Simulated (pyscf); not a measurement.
Structures and frequencies: ωB97X-D3(BJ)/def2-SVP in PySCF.

How much does it cost (ΔH, 298 K, ωB97M-D3(BJ)/def2-TZVP) to split H₃Si–Si(SiH₃)(Cl)–GeH₃ at its Ge–Si bond into H₃Si–Si•(SiH₃)–Cl + GeH₃•?

Ge–Si to H₃Si–Si•(SiH₃)–Cl + GeH₃•: 68.0 kcal/mol. The 7 functionals that were run give +63.6 (M06-2X) to +74.2 kcal/mol (ωB97X-D3(BJ)). Other isomers of H₃Si–Si•(SiH₃)–Cl were not searched in full and may lie lower. Elements up to Kr have no core potential and no relativistic terms here.
